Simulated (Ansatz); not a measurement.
`B[SiH2][GeH3]` + H₂O → `B[SiH2]O` + GeH₄ at 600 K and 1 bar (formal hydrolysis of the Si–Ge bond).

Program: Ansatz. Geometries: PBE0-D4/def2-TZVP. ΔE: electronic, gas phase. CBS: MP2 limit from def2 TZ/QZ plus the TZ coupled-cluster correction, frozen cores. This one scheme is used for every species. For Ge outer-core shells are correlated without core-valence functions, which leaves a few kJ/mol of doubt a bond. Scalar relativity is left out up to krypton. One conformer a species, not always the lowest.

```csv
species,CCSD(T)/CBS energy (Eh),H − E (kJ/mol),S (J/(mol·K))
`B[SiH2][GeH3]`,-2394.14795,219.4,438.7
H₂O,-76.37941,76.8,212.8
`B[SiH2]O`,-392.05150,181.6,373.2
GeH₄,-2078.49493,105.8,256.4
```

H − E and S are ideal-gas, rigid-rotor, harmonic terms from PBE0-D4/def2-TZVP, for one conformer and one mirror image of each species. 1 Eh = 2625.50 kJ/mol, R = 8.31446 J/(mol·K).

By hand: ΔE, ΔH, ΔS and ΔG.

ΔE = (-392.05150) + (-2078.49493) − (-2394.14795) − (-76.37941) = -0.01907 Eh = -50.1 kJ/mol. Δ(H − E) = 181.6 + 105.8 − 219.4 − 76.8 = -8.8, so ΔH = -58.9 kJ/mol. ΔS = 373.2 + 256.4 − 438.7 − 212.8 = -21.9 J/(mol·K). ΔG = -58.9 − 600 × (-21.9)/1000 = -45.8 kJ/mol.

By hand: the equilibrium constant, and the temperature at which ΔG would vanish if ΔH and ΔS stayed fixed.

log₁₀ K = −ΔG/(RT ln 10) = 4.0. ΔG = 0 at ΔH/ΔS = 2689 K, far beyond where these terms or the molecules hold.

ΔH outweighs TΔS. A doubt of 5 kJ/mol in ΔE shifts log₁₀ K by 0.4 here. Other conformers and mirror images would add mixing entropy, several J/(mol·K) or more a flexible species. These are equilibria of isolated gas molecules and say nothing of rates. Largest T1 diagnostic: 0.013 (customary marks: 0.02 for closed shells, 0.045 for open ones).
